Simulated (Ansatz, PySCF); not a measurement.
C₂H₇BeNS, SMILES C[N](C)[Be][SH].

The structure is a stationary point at r2SCAN-D4/def2-SVP. The structure was generated by enumeration; whether it is a known compound was not checked. One conformer was computed; it need not be the lowest.

Vertical ionisation energy (IE) and electron affinity (EA) in eV. Rows of orbital energies are one-electron estimates. Where ΔSCF, EOM or ADC give a negative EA the extra electron is unbound and the value depends on the basis.

```
level                                                                       IE     EA
------------------------------------------------------------------------  ----  -----
−ε(HOMO), −ε(LUMO), r2SCAN/def2-TZVP (PySCF)                               [?]    [?]
−ε(HOMO), −ε(LUMO), PBE/def2-TZVP (PySCF)                                 5.21   0.88
ΔSCF, CAM-B3LYP/def2-SVPD (Ansatz), final states of multiplicity 2 and 2  8.58  -1.11
ΔSCF, PBE/def2-SVPD (Ansatz), final states of multiplicity 2 and 2        8.33  -0.89
```

Task: What belongs in the gaps? (An estimate is asked for; the answer gives what the named calculation found.)

Result: 
- −ε(HOMO), −ε(LUMO), r2SCAN/def2-TZVP (PySCF), IE: 5.41
- −ε(HOMO), −ε(LUMO), r2SCAN/def2-TZVP (PySCF), EA: 0.38

Task: What vertical singlet–triplet gap does ΔSCF give with CAM-B3LYP/def2-SVPD (Ansatz, a quantum-chemistry and plane-wave program) and with PBE/def2-SVPD (Ansatz)? (Estimate from the structure and the level; the computed values follow.)

Result: 5.24 and 4.77 eV (triplet above singlet where positive).
